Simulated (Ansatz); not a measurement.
Frontier orbitals of C3H5BInN, SMILES `C#[C][In]1[BH][CH]1N`.

Cartesian coordinates in Å:
```
C -2.5405 1.7479 2.0618
C -1.5157 1.3586 1.5479
In 0.2983 0.7273 0.6991
B 2.1056 -0.0430 -0.2763
C 1.3340 -0.9385 -1.0974
N -0.1308 -0.9495 -0.9578
H -3.4461 2.0878 2.5119
H 3.2586 0.2093 -0.1431
H 1.7280 -1.6348 -1.8388
H -0.6039 -0.7047 -1.8224
H -0.4873 -1.8605 -0.6848
```

Total charge 0; spin multiplicity 1. Correlated methods include outer-core shells of In, which these sets cover unevenly. In takes the def2 core potential. All single points use the PBE0-D4/def2-TZVP geometry. It is one conformer, not always the lowest. Basis def2-TZVPP, the Gaussian-basis code of Ansatz.

Orbital energies of one run (eV). Highest occupied ones, from the top: -6.19, -7.29, -8.26, -8.40, -8.63, -10.22, -11.79, -13.10, -13.88, -14.59, -15.50, -18.48, -21.23, -21.51. Empty: -1.60, -0.63, 0.53, 1.12, 1.38, 1.64.

Task: Which functional gave them?
A. PBE
B. HSE06 (plane-wave form)
C. r2SCAN0
D. B97M-V

Result: C. HOMO energies: r2SCAN0 -6.19, B97M-V -5.24, HSE06 -5.67, PBE -5.14 eV.
